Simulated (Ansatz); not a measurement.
Isolated molecules relaxed with PBE0-D4/def2-TZVP in Ansatz; ΔE leaves out vibrations. CBS: MP2 limit from def2 TZ/QZ plus the TZ coupled-cluster correction, frozen cores. DFT in def2-TZVPP. For Br outer-core shells are correlated without core-valence functions, which leaves a few kJ/mol of doubt a bond. Scalar relativity is left out up to krypton. One conformer a species, not always the lowest.

`O[SiH]([SiH3])Cl` + `[SiH3]C(Cl)Br` → `O[Si]([SiH3])([SiH3])Cl` + `ClCBr`  (formal exchange of groups at the Si–H bond)

CCSD(T)/CBS gives -0.04 eV.

Another level gave -0.04 eV. Which?
A. ωB97X-V/def2-TZVPP
B. CCSD/def2-TZVPP
C. PBE/def2-TZVPP
D. SCS-MP2/def2-TZVPP

B. CCSD/def2-TZVPP -0.04, SCS-MP2/def2-TZVPP 0.03, ωB97X-V -0.09, PBE -0.21 eV.

Largest T1 diagnostic among the species: 0.013.

From PBE to PBE0 (25 % exact exchange), in def2-TZVPP and without D4, ΔE moves by +0.04 eV.
